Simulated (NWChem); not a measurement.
The numbers come from NWChem runs, not from measurements. System: CHCl2, charge 1, spin multiplicity 1, at the geometry of a parent with another charge or spin, in a state set for the comparison that need not be this species' ground state. Level: MP2/def2-TZVP, 11 core orbitals frozen.

Job file:

```
start mol
memory heap 200 mb stack 900 mb global 1100 mb
charge 1
geometry units angstroms nocenter noautoz
  Cl     0.169072    -0.023894     1.470293
  C     -0.668668     0.148477     0.000000
  Cl     0.169072    -0.023894    -1.470293
  H     -1.736423    -0.078460     0.000000
  symmetry group Cs
end
basis spherical
  * library def2-tzvp
end
scf
  rhf
  nopen 0
  maxiter 100
  thresh 1e-7
  semidirect memsize 60000000 filesize 0
end
mp2
  freeze core 11
end
task mp2 energy
```

NWChem printed:

```
             Northwest Computational Chemistry Package (NWChem) 7.3.0
             --------------------------------------------------------

                                NWChem Input Module
                                -------------------

 Scaling coordinates for geometry "geometry" by  1.889725989
 (inverse scale =  0.529177249)

 Turning off AUTOSYM since
 SYMMETRY directive was detected!

                             Geometry "geometry" -> ""
                             -------------------------

 Output coordinates in angstroms (scale by  1.889725989 to convert to a.u.)

  No.       Tag          Charge          X              Y              Z
 ---- ---------------- ---------- -------------- -------------- --------------
    1 Cl                  17.0000     0.16907200    -0.02389400     1.47029300
    2 C                    6.0000    -0.66866800     0.14847700     0.00000000
    3 Cl                  17.0000     0.16907200    -0.02389400    -1.47029300
    4 H                    1.0000    -1.73642300    -0.07846000     0.00000000

 Effective nuclear repulsion energy (a.u.)     125.8548506201

            Nuclear Dipole moment (a.u.)
            ----------------------------
        X                 Y               Z
 ---------------- ---------------- ----------------
     0.0000321253     0.0000113384     0.0000000000

      Symmetry information
      --------------------

 Group name             Cs
 Group number              2
 Group order               2
 No. of unique centers     3

      Symmetry unique atoms

     1    2    4


 Summary of "ao basis" -> "" (spherical)
 ------------------------------------------------------------------------------
       Tag                 Description            Shells   Functions and Types
 ---------------- ------------------------------  ------  ---------------------
 *                         def2-tzvp                  on all atoms

 Summary of "ao basis" -> "ao basis" (spherical)
 ------------------------------------------------------------------------------
       Tag                 Description            Shells   Functions and Types
 ---------------- ------------------------------  ------  ---------------------
 Cl                        def2-tzvp                13       37   5s5p2d1f
 C                         def2-tzvp                11       31   5s3p2d1f
 H                         def2-tzvp                 4        6   3s1p

                                 NWChem SCF Module
                                 -----------------

  ao basis        = "ao basis"
  functions       =   111
  atoms           =     4
  closed shells   =    20
  open shells     =     0
  charge          =   1.00
  wavefunction    = RHF
  use symmetry    = T
  symmetry adapt  = T

 Summary of "ao basis" -> "ao basis" (spherical)
 ------------------------------------------------------------------------------
       Tag                 Description            Shells   Functions and Types
 ---------------- ------------------------------  ------  ---------------------
 Cl                        def2-tzvp                13       37   5s5p2d1f
 C                         def2-tzvp                11       31   5s3p2d1f
 H                         def2-tzvp                 4        6   3s1p

      Symmetry analysis of basis
      --------------------------

        a'         63
        a"         48

 Forming initial guess at       0.1s

      Superposition of Atomic Density Guess
      -------------------------------------
[...]
    87     -0.279793  3 Cl py                16     -0.210326  1 Cl py
    84     -0.210326  3 Cl py                42      0.159113  2 C  s

 Vector   22  Occ=0.000000D+00  E=-8.996591D-02  Symmetry=a'
              MO Center= -3.3D-01, -1.3D-03,  3.6D-13, r^2= 4.3D+00
   Bfn.  Coefficient  Atom+Function         Bfn.  Coefficient  Atom+Function
  ----- ------------  ---------------      ----- ------------  ---------------
    41      0.949645  2 C  s                108     -0.949319  4 H  s
    42      0.784524  2 C  s                 20      0.450476  1 Cl pz
    88     -0.450476  3 Cl pz                 5     -0.382890  1 Cl s
    73     -0.382890  3 Cl s                 46      0.253992  2 C  px
    17      0.241248  1 Cl pz                85     -0.241248  3 Cl pz

 Vector   23  Occ=0.000000D+00  E=-2.789400D-02  Symmetry=a"
              MO Center= -8.5D-02,  1.4D-02, -5.1D-15, r^2= 4.5D+00
   Bfn.  Coefficient  Atom+Function         Bfn.  Coefficient  Atom+Function
  ----- ------------  ---------------      ----- ------------  ---------------
    51      1.107546  2 C  pz                 5     -0.931208  1 Cl s
    73      0.931208  3 Cl s                 20      0.538597  1 Cl pz
    48      0.536297  2 C  pz                88      0.538597  3 Cl pz
    18      0.512426  1 Cl px                86     -0.512426  3 Cl px
    45      0.301487  2 C  pz                17      0.161177  1 Cl pz

 center of mass
 --------------
 x =   0.04671555 y =   0.00071899 z =   0.00000000

 moments of inertia (a.u.)
 ------------------
         541.013721707946           4.775908985679           0.000000000000
           4.775908985679         576.874344142322           0.000000000000
           0.000000000000           0.000000000000          38.079440587916

  Mulliken analysis of the total density
  --------------------------------------

    Atom       Charge   Shell Charges
 -----------   ------   -------------------------------------------------------
    1 Cl  17    16.72   2.01  0.45  1.51  1.14  0.81  4.18  1.69  1.05  2.75  1.06  0.02  0.05  0.01
    2 C    6     5.84   0.86  1.12  0.54  0.75  0.01  1.01  1.23  0.12  0.02  0.17  0.01
    3 Cl  17    16.72   2.01  0.45  1.51  1.14  0.81  4.18  1.69  1.05  2.75  1.06  0.02  0.05  0.01
    4 H    1     0.72   0.25  0.42  0.03  0.03

       Multipole analysis of the density wrt the origin
       ------------------------------------------------

     L   x y z        total         open         nuclear
     -   - - -        -----         ----         -------
     0   0 0 0      1.000000      0.000000     41.000000

     1   1 0 0     -0.832605      0.000000      0.000032
     1   0 1 0      0.046769      0.000000      0.000011
     1   0 0 1     -0.000000      0.000000      0.000000

     2   2 0 0    -17.657018      0.000000     23.818170
     2   1 1 0     -0.266845      0.000000     -2.131228
     2   1 0 1      0.000000      0.000000      0.000000
     2   0 2 0    -20.647984      0.000000      0.563656
     2   0 1 1      0.000000      0.000000      0.000000
     2   0 0 2    -14.646359      0.000000    262.472838

                   NWChem MP2 Semi-direct Energy/Gradient Module
                   ---------------------------------------------

  Basis functions       =    111
  Molecular orbitals    =    111
  Frozen core           =     11
  Frozen virtuals       =      0
  Active alpha occupied =      9
  Active beta occupied  =      9
  Active alpha virtual  =     91
  Active beta virtual   =     91
  Use MO symmetry       = T
  Use skeleton AO sym   = T

  AO/Fock/Back tols     =   1.0D-09  1.0D-09  1.0D-09

 GA uses MA = F    GA memory limited = T

 Available:
  local mem=  1.26D+08
 global mem=  1.44D+08
 local disk=  0.00D+00
  mp2_memr nvloc                    91
  nvloc new                    91
   1 passes of   9:        5242880                      66068                  16826202.
   1 passes of   9: M    126149495           G      144154558           F     120906615.

 Semi-direct pass number   1 of   1  for RHF alpha+beta  at        4.8s
  vrange nnbf                  6035
  mp2_eaftype                    64  avail_ma_in_mb                  1099
 EAF : mp2_eaftype filesize          64    8413101.
  mp2_eaf for mointskh                     64
Node 0 wrote     39.5 Mb in      0.0 s     Agg I/O rate:  1451.8 Mb/s
 Done moints_semi at       11.5s
  mp2_eaftype                    64  avail_ma_in_mb                  1035
 EAF : mp2_eaftype filesize          64    8413101.
  mp2_eaf for kh                    64
 Done maket at       11.8s
 Done multipass loop at       11.8s

          -------------------------------------------
          SCF energy                -957.119141631395
          Correlation energy          -0.513336309648
          Singlet pairs               -0.321232761089
          Triplet pairs               -0.192103548559
          Total MP2 energy          -957.632477941043
          -------------------------------------------

          ---------------------------------------------------
                    Spin Component Scaled (SCS) MP2
          Same spin pairs                     -0.128069032373
          Same spin scaling factor             0.333333333333
          Opposite spin pairs                 -0.385267277275
          Opposite spin scaling fact.          1.200000000000
          SCS-MP2 correlation energy          -0.505010410188
          Total SCS-MP2 energy              -957.624152041583
          ---------------------------------------------------

 -----------------------
 Performance information
 -----------------------

 Timer overhead =  2.24D-07 seconds/call

               Nr. of calls         CPU time (s)                 Wall time (s)                GFlops
             ---------------    -------------------     ------------------------------   -------------------
Name         Min   Avg   Max    Min     Avg     Max     Min     Avg     Max   Mx/calls   Min     Max     Sum
mp2: moin     1     1     1    6.7     6.7     6.7      6.7     6.7     6.7     6.7      0.0     0.0     0.0
mp2: make     1     1     1   0.31    0.31    0.31     0.31    0.31    0.31    0.31      0.0     0.0     0.0
mp2: tota     1     1     1    7.1     7.1     7.1      7.1     7.1     7.1     7.1      0.0     0.0     0.0

 The average no. of pstat calls per process was 3.00D+00
 with a timing overhead of 6.71D-07s

 Task  times  cpu:       11.8s     wall:       11.8s

 Total times  cpu:       11.9s     wall:       11.9s
```
